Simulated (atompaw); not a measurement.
## titanium (Ti): one change to a PAW (atompaw) potential, before and after

- Element: Ti
- Generator: atompaw 4.2.0.5
- Type: PAW
- Functional: LDA (PW92)
- Relativity: scalar-relativistic
- Frozen core: [Ne]
- Valence charge: 12
- Reference configuration: 3s2 3p6 3d3 4s1 4p0
- Partial waves: 3s (bound): rc 1.55 bohr; 4s (bound): rc 1.50 bohr; 3p (bound): rc 1.40 bohr; 4p (bound, empty): rc 1.70 bohr; 3d (bound): rc 2.65 bohr; 3d channel at 1.25 Ry: rc 2.65 bohr
- Local potential: ultrasoft scheme with l = 3 at 0 Ry, radius 2.55 bohr
- Core correction: smooth core density matched at 1.95 bohr
- Augmentation charge: sinc compensation charge, radius 2.15 bohr; PAW radius 2.65 bohr; waves and projectors: custom rrkj gramschmidtortho

All-electron outer shells of the reference configuration (LDA (PW92), scalar-relativistic, ld1.x):

```tsv
shell	level (eV)	outermost node (bohr)	outermost maximum (bohr)
2s	-531.66	0.09	0.27
2p	-440.22	–	0.22
3s	-58.94	0.40	0.87
3p	-35.61	0.37	0.90
4s	-3.87	1.26	3.03
3d	-2.09	–	1.01
4p	-1.19	1.42	4.14
```

Change: all radii scaled by about 1.15 (s 1.78, p 1.62, d 3.06 bohr); local potential ultrasoft scheme with l = 3 at 0 Ry, radius 2.94 bohr; augmentation sinc compensation charge, radius 2.48 bohr; PAW radius 3.06 bohr; waves and projectors: custom rrkj gramschmidtortho; core correction smooth core density matched at 2.24 bohr.

Cutoffs: the cutoffs (Ry, on a coarse ladder) from which the occupation-weighted sum of valence levels, in a spherical-Bessel basis at the reference potential, stays within 10 and 1 mRy of its value at 400 Ry; they do not see the model core or the augmentation charge, which bear on the density cutoff.

Question: What does the change do?

Answer: The potential gets softer (40 Ry and 70 Ry → 30 Ry and 55 Ry); neither file shows a bound ghost. A larger radius leaves more room for a smooth pseudo-wave, so fewer plane waves are needed.

```csv
quantity,base,changed
"cutoff, loose",40 Ry,30 Ry
"cutoff, tight",70 Ry,55 Ry
loose cutoff by channel (10 mRy a level),"s 18 Ry, p 35 Ry, d 12 Ry","s 21 Ry, p 25 Ry, d 8 Ry"
bound ghosts,none,none
lowest overlap eigenvalue by channel,"s 0.07, p 0.19, d 0.90","s 0.09, p 0.10, d 0.92"
```

 The cutoffs see the waves, projectors and local potential, not the compensation charge or the core.
